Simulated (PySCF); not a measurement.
# Lu⁵²⁺: ionisation energy

Lu⁵²⁺ [Ar] 3d1 [3d3/2^1, M_J = 3/2] → Lu⁵³⁺ [Ar], as a difference of total energies. Computed with PySCF 2.14 in an uncontracted even-tempered set (15 s from 14 bohr⁻², ratio 2.8; 12 p from 18 bohr⁻², ratio 2.8; 8 d from 18 bohr⁻², ratio 2.8; 3 f from 56 bohr⁻², ratio 3), with the two-component X2C-1e Hamiltonian. Correlated levels: [Ne] frozen; the 72 highest virtual spinors dropped. "Screened" scales the spin-orbit matrix elements by Boettger's factors to mimic the two-electron term; Breit and QED terms are absent.

```
                    method  ionisation energy (eV)
           GHF (spin-free)                  4767.6
          GMP2 (spin-free)                  4767.1
 GHF (screened spin-orbit)                  4805.6
GMP2 (screened spin-orbit)                  4805.1
```

Breit and QED terms and the two-electron picture change are absent.

The spin-free rows lack the spin-orbit shift.

For comparison: 4803 ± 4 eV (theoretical estimate listed by NIST; NIST Atomic Spectra Database, ionization energies).
